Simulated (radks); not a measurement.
The numbers below are computed, except where a source is named.
All-electron atom: Cl IV in [Ne] 3s2 3p2. Code: a radial shooting solver on a logarithmic mesh with Libxc functionals. Model: scalar-relativistic Kohn-Sham, MS2 meta-GGA, spin-polarised, spherical densities, finite nucleus; open shells are filled with parallel spins first; meta-GGA in the generalised Kohn-Sham scheme; Fermi nuclear charge, rms radius 3.3654 fm.

Normalised radial functions P(r) = r R(r), r in bohr:

r,3s up
0.006029,0.0736
0.008573,0.0998
0.01229,0.1336
0.01747,0.1724
0.02504,0.2138
0.03561,0.2461
0.05063,0.2526
0.07258,0.2059
0.1032,0.0820
0.1479,-0.1280
0.2103,-0.3562
0.3015,-0.4707
0.4286,-0.3071
0.6095,0.1580
0.8736,0.7129
1.242,0.9509
1.78,0.7010
2.532,0.2773
3.629,0.0492
5.16,0.0032

3s up: eigenvalue -61.425 eV, 2 radial nodes at r = 0.121, 0.551 bohr, <r> = 1.40 bohr, 90 % of the charge inside 2.06 bohr.
